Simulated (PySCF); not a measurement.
CH9NSi4, SMILES C1=N[SiH2][Si@@H]([SiH3])[SiH2]1.

Geometry: PBE-D3(BJ)/def2-SVP. The structure was generated by enumeration; whether it is a known compound was not checked.

All values below come from M06-2X/def2-TZVP in PySCF.

Isolated molecule, no solvent.

| Item | Result |
|---|---|
| total energy | -1256.16136 hartree |
| highest occupied level | -7.72 eV |
| lowest empty level | -0.39 eV |
| orbital gap | 7.32 eV |
| dipole moment | 1.41 D |
| quadrupole, principal values (traceless, Buckingham form, about the centre of nuclear charge) | -7.56, 1.03, 6.53 D·Å |
